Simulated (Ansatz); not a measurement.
`B/C=C/CCl` + `CC[SeH]` → `BC(C)[SeH]` + `C=CCCl`  (formal exchange of groups at a B–C bond)

Calculated with Ansatz (gas phase, PBE0-D4/def2-TZVP geometries, no zero-point term in ΔE). CCSD(T)/CBS adds triple-zeta CCSD(T) − MP2 to the extrapolated MP2 energy (def2 sets, frozen cores). For Se outer-core shells are correlated without core-valence functions, which leaves a few kJ/mol of doubt a bond. Scalar relativity is left out up to krypton. Each species was taken in one conformer, which may not be the lowest.

`B/C=C/CCl`:

Z-matrix (Å, degrees):
```
C
Cl 1 1.789
C 1 1.483 2 110.2
H 1 1.089 2 107.6 3 122.4
H 1 1.092 2 106.1 3 -120.5
C 3 1.341 1 124.7 2 124.5
H 3 1.088 1 115.7 2 -56.1
B 6 1.532 3 120.6 1 177.9
H 6 1.090 3 117.5 1 -1.5
H 8 1.198 6 118.8 3 2.0
H 8 1.196 6 121.8 3 -177.8
```

`CC[SeH]`:

```xyz
9

C    -0.112   -0.285    0.934
C     0.545    0.322   -0.285
Se   -0.145   -0.363   -1.985
H     0.344    0.107    1.848
H    -0.010   -1.371    0.937
H    -1.179   -0.050    0.966
H     1.610    0.082   -0.325
H     0.454    1.408   -0.302
H    -1.507    0.150   -1.787
```

`BC(C)[SeH]`:

```xyz
11

B    -0.992    0.960    0.866
C     0.090   -0.016    0.335
C    -0.142   -0.658   -1.021
Se    1.879    0.773    0.523
H    -0.749    1.731    1.747
H    -2.110    0.886    0.441
H     0.038   -0.785    1.129
H    -0.051    0.081   -1.819
H    -1.147   -1.087   -1.069
H     0.578   -1.454   -1.224
H     2.607   -0.431    0.094
```

`C=CCCl`:

Z-matrix (Å, degrees):
```
C
C 1 1.483
Cl 1 1.795 2 111.0
H 1 1.089 2 111.7 3 -119.4
H 1 1.090 2 111.8 3 117.6
C 2 1.325 1 123.4 3 119.5
H 2 1.087 1 116.1 3 -60.9
H 6 1.083 2 121.5 1 178.8
H 6 1.085 2 121.4 1 -1.1
```

```
     species  HF/CBS(def2) energy (Eh)
 `B/C=C/CCl`                -601.33445
   `CC[SeH]`               -2479.15828
`BC(C)[SeH]`               -2504.41017
    `C=CCCl`                -576.06922
```

Work out ΔE.

ΔE = (-2504.41017) + (-576.06922) − (-601.33445) − (-2479.15828) = 0.01334 Eh = +35.0 kJ/mol. CCSD(T)/CBS gives +27.0 kJ/mol.

Largest T1 diagnostic among the species: 0.010.

In def2-TZVPP, CCSD(T) changes the Hartree–Fock value by −7.0 kJ/mol (the triples alone add +0.2 kJ/mol) and MP2 by −6.2 kJ/mol. The D4 term adds −3.3 kJ/mol with B3LYP and −1.7 kJ/mol with PBE0; it sums over pairs of atoms, weighted by their polarisabilities, and B3LYP, whose exchange is more repulsive, gets the larger term.

B3LYP here is the variant with VWN-RPA as its local correlation; programs differ in this.
